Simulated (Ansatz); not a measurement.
```yaml
crystal:
  periodic: [true, true, true]
  atoms:
    - {symbol: N, position_ang: [-0.319104, 1.315124, -1.308305]}
    - {symbol: C, position_ang: [-0.716022, -0.030299, -0.870180]}
    - {symbol: O, position_ang: [-0.704320, -0.273704, 0.490417]}
    - {symbol: Si, position_ang: [0.613124, -0.903516, 1.340603]}
    - {symbol: F, position_ang: [1.733138, 0.217839, 1.410840]}
    - {symbol: H, position_ang: [-0.910712, 2.005397, -0.860543]}
    - {symbol: H, position_ang: [0.607196, 1.457500, -1.023475]}
    - {symbol: H, position_ang: [-0.038067, -0.737528, -1.394213]}
    - {symbol: H, position_ang: [-1.726735, -0.215184, -1.201443]}
    - {symbol: H, position_ang: [1.188232, -1.988331, 0.671223]}
    - {symbol: H, position_ang: [0.146484, -1.108894, 2.705046]}
basis:
  gaussian: {orbitals: def2-mTZVPP, point_charges: [{charge: -1.00, position_ang: [4.771, -0.593, 0.273]}]}
total_charge: -1
magnetization: {spin_polarized: true, initial_magnetization: 1}
hamiltonian: {xc: {name: r2SCAN50}}
scf: {lower_state_search: light}
```

```sh
$ ansatz run in.yaml --threads 4 --pin off --events-out ev --progress --plain --max-ram 10444MiB
```

Output, abridged:

```
Error: YAML parse error: error: line 2 column 3: crystal: missing field `lattice` (a structure is typed as `lattice` and `atoms`, a molecule's as `atoms` in Å alone, or read from a run's directory, `checkpoint`)
 --> <input>:2:3
1 | crystal:
2 |   periodic: [true, true, true]
3 |   atoms:
4 |     - {symbol: N, position_ang: [-0.319104, 1.315124, -1.308305]}
```

In this input the molecule is marked periodic without a cell. The input was rejected before any iteration.
